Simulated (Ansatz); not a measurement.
Stepwise reaction of `[Br][AlH][Br]` with ammonia, as a gas-phase model of exchange steps in deposition or etching. ΔE in kJ/mol; ΔG adds harmonic PBE0-D4 terms to CCSD(T)/CBS, at 1 bar.

Computed with Ansatz on PBE0-D4/def2-TZVP structures; ΔE is electronic, products minus reactants. CBS: MP2 limit from def2 TZ/QZ plus the TZ coupled-cluster correction, frozen cores. This one scheme is used for every species. DFT in def2-TZVPP. B3LYP here is the variant with VWN-RPA as its local correlation; programs differ in this. For Br outer-core shells are correlated without core-valence functions, which leaves a few kJ/mol of doubt a bond. Scalar relativity is left out up to krypton. One conformer a species, not always the lowest.

```
step                                        reaction  PBE-D4  B3LYP-D4  ωB97M-V  CCSD(T)/CBS  ΔG(600 K)
   1  `[Br][AlH][Br]` + NH₃ → `[NH2][AlH][Br]` + HBr    64.0      60.6     62.7         66.4       55.5
```

Problem. Give the row of step 2, `[NH2][AlH][Br]` + NH₃ → `[NH2][AlH][NH2]` + HBr. (Best estimate.)

Solution. The calculation gave: 
| step | reaction | PBE-D4 | B3LYP-D4 | ωB97M-V | CCSD(T)/CBS | ΔG(600 K) |
| --- | --- | --- | --- | --- | --- | --- |
| 2 | `[NH2][AlH][Br]` + NH₃ → `[NH2][AlH][NH2]` + HBr | 82.0 | 79.0 | 81.9 | 83.2 | 75.9 |

Problem. By hand: ΔE of the 2 steps together at CCSD(T)/CBS.

Solution. (66.4) + (83.2) = 149.6 kJ/mol, or 74.8 kJ/mol a step.

In ΔE each step is higher than the one before. All are uphill at CCSD(T)/CBS. ΔG lies between 55.5 and 75.9 kJ/mol a step. PBE-D4 differs from CCSD(T)/CBS by -2.4 to -1.2 kJ/mol a step. Isolated molecules leave out the surface, adducts and barriers. Largest T1 diagnostic: 0.010.
